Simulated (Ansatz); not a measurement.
Program: Ansatz. Geometries: PBE0-D4/def2-TZVP. ΔE: electronic, gas phase. CCSD(T)/CBS is the MP2 limit (def2-TZVPP, def2-QZVPP) plus CCSD(T) − MP2 in def2-TZVPP, frozen cores. def2 core potentials past Kr. For I outer-core shells are correlated without core-valence functions, which leaves a few kJ/mol of doubt a bond. Each species was taken in one conformer, which may not be the lowest.

Reaction (formal exchange of groups at a C–C bond): `CC(=N)CI` + `N=C[SiH3]` → `N=C([SiH3])CI` + `CC=N`

```json
{"species": "`CC(=N)CI`", "CCSD(T)/CBS(def2) energy (Eh)": "-469.90115"}
{"species": "`N=C[SiH3]`", "CCSD(T)/CBS(def2) energy (Eh)": "-384.79808"}
{"species": "`N=C([SiH3])CI`", "CCSD(T)/CBS(def2) energy (Eh)": "-720.90553"}
{"species": "`CC=N`", "CCSD(T)/CBS(def2) energy (Eh)": "-133.79309"}
```

Question: Work out ΔE.

Answer: ΔE = (-720.90553) + (-133.79309) − (-469.90115) − (-384.79808) = 0.00061 Eh = +0.02 eV.

Largest T1 diagnostic among the species: 0.012.

In def2-TZVPP, CCSD(T) changes the Hartree–Fock value by −0.06 eV (the triples alone add −0.01 eV) and MP2 by −0.07 eV.
